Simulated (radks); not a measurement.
Results of a calculation; reference values are marked as such.
Au II, configuration [Xe] 4f14 5d9 6s1 (not the ground configuration). Level of theory: scalar-relativistic Kohn-Sham, BLYP, spin-polarised, spherical densities, finite nucleus; open shells are filled with parallel spins first (spin-orbit coupling, left out, can overturn this in heavy ions); Fermi nuclear charge, rms radius 5.4371 fm (a radial shooting solver on a logarithmic mesh with Libxc functionals).

Radial electron density D(r) = 4 pi r^2 rho(r):

| r (bohr) | D(r) (e/bohr) | spin D(r) |
|---|---|---|
| 0.003317 | 50.93 | 0.00324 |
| 0.003862 | 59.85 | 0.00372 |
| 0.004496 | 69.35 | 0.00417 |
| 0.005234 | 79.06 | 0.00455 |
| 0.006093 | 88.46 | 0.00480 |
| 0.007094 | 96.91 | 0.00485 |
| 0.008258 | 103.7 | 0.00463 |
| 0.009537 | 107.9 | 0.00412 |
| 0.0111 | 109.6 | 0.00325 |
| 0.01293 | 108.4 | 0.00211 |
| 0.01505 | 104.9 | 0.000880 |
| 0.01752 | 100.6 | -0.0000912 |
| 0.02039 | 97.45 | -0.000330 |
| 0.02374 | 97.87 | 0.000713 |
| 0.02742 | 103.1 | 0.00331 |
| 0.03192 | 114.0 | 0.00793 |
| 0.03716 | 128.1 | 0.0142 |
| 0.04326 | 141.2 | 0.0216 |
| 0.05036 | 148.0 | 0.0294 |
| 0.05863 | 145.2 | 0.0378 |
| 0.06825 | 134.1 | 0.0479 |
| 0.07882 | 121.8 | 0.0606 |
| 0.09176 | 115.2 | 0.0765 |
| 0.1068 | 119.7 | 0.0889 |
| 0.1244 | 131.2 | 0.0861 |
| 0.1448 | 137.7 | 0.0599 |
| 0.1685 | 129.0 | 0.0187 |
| 0.1962 | 106.4 | -0.00562 |
| 0.2266 | 84.64 | 0.0193 |
| 0.2638 | 75.03 | 0.0985 |
| 0.3071 | 80.60 | 0.181 |
| 0.3575 | 88.85 | 0.195 |
| 0.4162 | 86.10 | 0.122 |
| 0.4845 | 70.17 | 0.0331 |
| 0.5641 | 49.70 | 0.0318 |
| 0.6514 | 34.65 | 0.149 |
| 0.7584 | 26.12 | 0.352 |
| 0.8829 | 22.26 | 0.551 |
| 1.028 | 19.23 | 0.696 |
| 1.197 | 15.41 | 0.793 |
| 1.393 | 11.23 | 0.866 |
| 1.622 | 7.586 | 0.909 |
| 1.873 | 4.982 | 0.895 |
| 2.18 | 3.062 | 0.796 |
| 2.538 | 1.779 | 0.622 |
| 2.955 | 0.9500 | 0.417 |
| 3.44 | 0.4513 | 0.236 |
| 4.005 | 0.1842 | 0.110 |
| 4.662 | 0.06225 | 0.0415 |
| 5.384 | 0.01807 | 0.0131 |
| 6.268 | 0.003797 | 0.00296 |
| 7.297 | 0.0005904 | 0.000488 |

D(r) has 4 maxima, at r = 0.0112, 0.0520, 0.145, 0.375 bohr, and minima at 0.0217, 0.0932, 0.266 bohr, inside which lie 1.88, 11.03, 30.00 electrons.
